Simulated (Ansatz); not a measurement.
One change: `C[SiH](F)CN` becomes `BO[SiH](C)F`.

Ansatz, PBE0-D4/def2-TZVP geometries, multiplicity 1. Each molecule was computed in one conformer, which needn't be the lowest.

| property | `C[SiH](F)CN` |
| --- | --- |
| HOMO energy (PBE0/def2-TZVPP) / eV | -7.03 |
| HOMO energy (ωB97M-V/def2-TZVPP) / eV | -9.43 |
| LUMO energy (PBE/def2-TZVPP) / eV | -0.24 |
| HOMO–LUMO gap (ωB97M-V/def2-TZVPP) / eV | 11.61 |
| LUMO energy (PBE0/def2-TZVPP) / eV | 0.63 |
| LUMO energy (B3LYP/def2-TZVPP) / eV | 0.33 |

(1) What does the change do to each property? (An estimate is asked.)

Results:

(1) Ansatz gave: 
| property | `BO[SiH](C)F` | shift |
| --- | --- | --- |
| HOMO energy (PBE0/def2-TZVPP) / eV | -8.54 | -1.51 |
| HOMO energy (ωB97M-V/def2-TZVPP) / eV | -10.91 | -1.48 |
| LUMO energy (PBE/def2-TZVPP) / eV | -1.75 | -1.51 |
| HOMO–LUMO gap (ωB97M-V/def2-TZVPP) / eV | 12.07 | 0.46 |
| LUMO energy (PBE0/def2-TZVPP) / eV | -0.72 | -1.35 |
| LUMO energy (B3LYP/def2-TZVPP) / eV | -0.98 | -1.31 |

With PBE0 the HOMO falls by 1.51 eV and the LUMO falls by 1.35 eV, so the gap widens by about 0.16 eV. PBE moves the HOMO by -1.50 eV and ωB97M-V by -1.48 eV.

B3LYP here is the variant with VWN-RPA as its local correlation; programs differ in this.
